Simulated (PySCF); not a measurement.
GeH₉NSi₂.
Numbering: `[SiH3:1][SiH2:2][NH:3][GeH3:4]` (hydrogens: H5, H6, H7 on Si1; H8, H9 on Si2; H10 on N3; H11, H12, H13 on Ge4)

A GFN2-xTB structure with every atom displaced at random (by about 0.01 Å) was refined with PBE0-D3(BJ)/def2-SVP geometry optimisation, gas phase (PySCF). Values at the start:

```tsv
coordinate	start
Si1–Si2	2.321 Å
Si1–H5	1.445 Å
Si2–N3	1.755 Å
Si2–H8	1.464 Å
N3–Ge4	1.793 Å
N3–H10	1.008 Å
Ge4–H11	1.489 Å
Ge4–H12	1.477 Å
Si1–Si2–H8	114.8°
Si1–Si2–H9	113.7°
Si2–Si1–H5	110.8°
Si2–N3–Ge4	126.4°
Si2–N3–H10	112.7°
N3–Si2–H8	104.5°
N3–Si2–H9	109.9°
N3–Ge4–H12	109.4°
Si1–Si2–N3–Ge4	-38°
```

Problem. How do these coordinates change at the PBE0-D3(BJ)/def2-SVP level?

Solution. 
| coordinate | PBE0-D3(BJ)/def2-SVP (Å or °) | change |
| --- | --- | --- |
| Ge4–H12 | 1.538 | +0.061 |
| Ge4–H11 | 1.545 | +0.056 |
| Si1–H5 | 1.497 | +0.052 |
| N3–Ge4 | 1.838 | +0.045 |
| Si2–H8 | 1.500 | +0.036 |
| Si1–Si2 | 2.348 | +0.027 |
| Si2–N3 | 1.739 | -0.016 |
| N3–H10 | 1.017 | +0.009 |
| Si1–Si2–H9 | 107.1 | -6.6 |
| Si1–Si2–H8 | 108.5 | -6.3 |
| N3–Si2–H8 | 110.1 | +5.6 |
| N3–Si2–H9 | 113.5 | +3.6 |
| Si2–Si1–H5 | 107.3 | -3.5 |
| Si2–N3–H10 | 115.7 | +3.0 |
| Si2–N3–Ge4 | 129.1 | +2.7 |
| N3–Ge4–H12 | 106.6 | -2.8 |
| Si1–Si2–N3–Ge4 | -19 | +19 |

The energy falls by 24.8 kJ/mol over 17 energy and gradient evaluations, the largest force component goes from 0.0324 to 4.0e-04 Eh/bohr, and the atoms move by 0.382 Å rms after alignment. The bond that changes most is Ge4–H12 (ends: germanium bonded to N and 3 H; Ge–H hydrogen), which lengthens by 0.061 Å. Bonds longer at the end by more than 0.005 Å: 9 of 12; shorter: 2. Among the dihedrals that turn most is Si2–N3–Ge4–H12, from 69° to 28°. Rotational constants go from 4322, 1233, 1002 to 4222, 1194, 965.4 MHz.

The run used 127 basis functions and 103 SCF cycles in all.

No frequency check. One conformer, not necessarily the lowest.
